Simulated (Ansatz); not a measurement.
The first iterations of a band of FH₄NOSi (8 atoms, charge 0, multiplicity 1).

Computed with Ansatz, RKS PBE0-D4/cc-pVDZ.

| Property | Result |
| --- | --- |
| movable images | 5 |
| climbing image | yes |
| spring | 5.0 eV/Å² |
| optimiser | quadratic models (default) |
| start path | through a guess of the saddle point |
| force threshold | 0.05 eV/Å |
| iteration limit | 60 |
| end points | relaxed |

Image 0:

```xyz
8
Properties=species:S:1:pos:R:3
N -1.068 0.525 -0.103
Si 0.573 -0.009 -0.172
O 0.861 -1.114 1.039
F 0.699 -0.681 -1.667
H -1.448 0.937 -0.951
H -1.355 1.071 0.704
H 1.679 0.975 -0.049
H 0.152 -1.762 1.143
```

Image 6:

```xyz
8
Properties=species:S:1:pos:R:3
N -0.626 0.830 -0.249
Si 1.363 0.094 0.198
O 0.707 -1.032 1.313
F 1.169 -0.839 -1.214
H -0.726 1.827 -0.444
H -1.238 0.589 0.534
H -0.937 0.307 -1.072
H 0.380 -1.833 0.879
```

| iteration | highest image above the first end (eV) | largest band force component (eV/Å) |
| --- | --- | --- |
| 1 | 30.379 | 150.378 |
| 2 | 7.708 | 15.932 |
| 3 | 5.173 | 11.454 |
| 4 | 3.605 | 4.574 |
| 5 | 3.395 | 3.061 |
| 6 | 2.824 | 2.536 |
| 7 | 3.059 | 2.979 |
| 8 | 3.022 | 3.195 |
| 9 | 3.001 | 1.248 |
| 10 | 3.137 | 0.799 |
| 11 | 3.137 | 1.466 |
| 12 | 2.863 | 1.508 |
| 13 | 2.489 | 1.546 |
| 14 | 2.218 | 2.118 |
| 15 | 2.039 | 1.461 |
| 16 | 1.854 | 1.036 |
| 17 | 1.834 | 0.954 |
| 18 | 1.838 | 0.992 |

Does the band converge within its limit, and where does its top end?

The forces met the threshold. It ended after 56 iterations with the highest image 3.029 eV above the first end. The profile has 2 maxima (images 2, 5) with wells between them (image 3): this band takes more than one step, which may be the mechanism or a detour left from its start path. Neighbouring images differ by up to 2.5 eV, so the band resolves the path poorly. A vibrational analysis at the climbing image gives one clearly imaginary mode, 1486i cm⁻¹: a first-order saddle point. The orbitals stay closed-shell, which can raise the energy where a bond breaks towards radicals; this wasn't checked here.

Time of the run: 12 min on 1 thread of Arm Neoverse V2, with other jobs on the host, peak memory 0.15 GiB.
